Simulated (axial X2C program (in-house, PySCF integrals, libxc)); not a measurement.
## CeS⁺: a free-ion multiplet in an axial field

Computed with an in-house all-electron X2C program for linear molecules (integrals from PySCF): two-component X2C with atomic mean-field Coulomb and Gaunt terms, basis Ce dyall-v3z, S dyall-v3z (cores contracted in-house). Orbitals come from Hartree–Fock averaged over the configuration Ce f1 s0 d(πδ)0; CI then distributes these electrons over the f, s, d(πδ) shells of Ce.

R = 2.298 Å.

(1) Which level do Hund's rules give for f1, how many Ω levels does it split into, and what is its Landé factor?

The computed levels compare thus:

```csv
Ω,energy (cm⁻¹),g∥ computed,2gJΩ
5/2,0,4.18,4.29
3/2,670,2.39,2.57
1/2,1098,0.87,0.86
```

The 3 lowest levels are just these Ω; they span 1098 cm⁻¹, the lowest has Ω = 5/2, and the next level lies at 1987 cm⁻¹. Departures of g∥ from 2gJΩ come from intermediate coupling and from mixing with the higher-lying level J + 1 of the term. The computed g∥ is the magnitude of 2⟨Lz + ge Sz⟩.

There is no dynamic correlation: spin–orbit spacings and, for f shells, spacings inside one term are the most reliable numbers, splittings between terms come out too wide, and energies between configurations are not reliable, so the lowest level need not be the ground state of the molecule. At most 6 roots were kept for each Ω > 0 (twice that for Ω = 0) within 2.2 eV of the lowest, so higher up levels can be missing between those listed; levels with Ω > 0 are doubly degenerate and listed once, Ω = 0 levels singly. States that fill the shells left empty in the average are placed too high.

## Answers

(1) S = 1/2, L = 3, J = 5/2 (2F5/2). It gives Ω = 1/2 to 5/2, 3 levels. gJ = 3/2 + [S(S+1) − L(L+1)]/[2J(J+1)] = 0.857, so g∥ = 2gJΩ.
